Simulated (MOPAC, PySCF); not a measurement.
CH₄Ge, SMILES `[CH3][GeH]` (lower singlet), neutral singlet in the gas phase. This singlet lies 1.08 eV below the relaxed triplet at the level frozen-core CCSD(T)/cc-pVTZ // PBE0-D3(BJ)/def2-TZVP (Ansatz).

Z-matrix (Å, degrees):
```
C
H 1 1.0898
H 1 1.0955 2 109.39
H 1 1.0955 2 109.38 3 -115.95
Ge 1 1.9893 2 112.81 4 -122.01
H 5 1.6006 1 93.09 2 -179.97
```
Charge 0, spin multiplicity 1.

All levels are single points at this geometry (PBE0-D3(BJ)/def2-TZVP); Pople sets use spherical d functions. Orbital energies aren't observables, and empty levels follow the basis.

| level | HOMO (eV) | LUMO (eV) | gap (eV) | dipole (D) | vertical IE, Delta-SCF (eV) |
|---|---|---|---|---|---|
| PBE0-D3(BJ)/def2-TZVP in PySCF | -6.38 | -2.54 | 3.84 | 0.77 | – |
| B3LYP/6-311+G** (LANL2DZ on Ge) in PySCF | -6.12 | -2.78 | 3.35 | 0.68 | – |
| B3LYP/6-31G* in PySCF | -6.11 | -2.74 | 3.37 | 1.03 | 8.73 |
| B3LYP/LANL2DZ in PySCF | -5.98 | -2.64 | 3.33 | 0.76 | – |
| BP86/6-31G* in PySCF | -5.37 | -3.46 | 1.91 | 1.14 | – |
| PBE/6-31G* in PySCF | -5.24 | -3.34 | 1.91 | 1.17 | 8.59 |
| HF/3-21G in PySCF | -8.45 | 0.64 | 9.08 | 0.86 | – |
| PM6 in MOPAC | -8.03 | -1.44 | 6.59 | 1.88 | – |
| PM7 in MOPAC | -8.19 | -1.39 | 6.81 | 1.38 | – |
